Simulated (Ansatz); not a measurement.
Abridged output of a molecular run in Ansatz:

```
Functional definition: HF
944 factors; integrals over basis functions are off by at most 1.4e-3 eV
mean field evaluation 1: about -19872.4966 eV, gradient 2.0e1 eV
mean field evaluation 2: about -19872.6513 eV, gradient 2.1e1 eV
mean field evaluation 4: about -19875.2888 eV, gradient 3.0e0 eV
mean field evaluation 8: about -19875.5772 eV, gradient 9.5e-1 eV
mean field evaluation 16: about -19875.6317 eV, gradient 9.3e-5 eV
mean field -19875.63170215 eV, -730.4159928668 hartree, gradient 3.6e-6 eV, S^2 0.774266; 0 other end points of the search recorded, 0 dependent functions left out
10 core orbitals not correlated: weight in the atoms' cores, before any rotation towards them, 1.000 or more for the frozen orbitals, at most 0.000 for the correlated occupied ones
reference -19875.63170215 eV, -730.4159928668 hartree; 23, 22 occupied and 47, 48 virtual orbitals, 944 factors
second order -14.49423394 eV of doubles, -0.00000000 eV of singles
cycle   1  -14.61966456 eV  change   -1.3e-1 eV  update   1.0e-1
cycle   2  -14.99163381 eV  change   -3.7e-1 eV  update   3.3e-2
cycle   3  -15.09429797 eV  change   -1.0e-1 eV  update   2.2e-2
cycle   4  -15.09852830 eV  change   -4.2e-3 eV  update   8.8e-3
cycle   5  -15.09796622 eV  change    5.6e-4 eV  update   4.7e-3
cycle   6  -15.09876312 eV  change   -8.0e-4 eV  update   2.0e-3
cycle   7  -15.09884322 eV  change   -8.0e-5 eV  update   1.2e-3
cycle   8  -15.09901801 eV  change   -1.7e-4 eV  update   6.7e-4
cycle   9  -15.09907324 eV  change   -5.5e-5 eV  update   3.2e-4
cycle  10  -15.09895734 eV  change    1.2e-4 eV  update   1.5e-4
cycle  11  -15.09901543 eV  change   -5.8e-5 eV  update   7.6e-5
cycle  12  -15.09902439 eV  change   -9.0e-6 eV  update   3.1e-5
perturbative correction -0.42267241 eV, -0.0155329247 hartree
Total energy: -19891.15339895 eV, -730.9864047032 hartree
Checks for a lower state left out: cluster_reference
```

Its atoms:

Z-matrix (Å, degrees):
```
C
F 1 1.320
I 1 2.084 2 113.7
I 1 2.084 2 113.7 3 141.7
```

(1) Which basis set was used?
A. def2-QZVPP
B. def2-SVP
C. def2-SVPD
D. def2-TZVPPD

(2) Write the keys of the input that set method, charge and spin (a neutral closed shell needs none for the last two).

Results:

(1) B. It gives 80 functions.

(2) 
```yaml
magnetization: {spin_polarized: true, initial_magnetization: 1}
correlation: {method: ccsd_t}
scf: {omitted_lower_state_checks: [cluster_reference]}
```
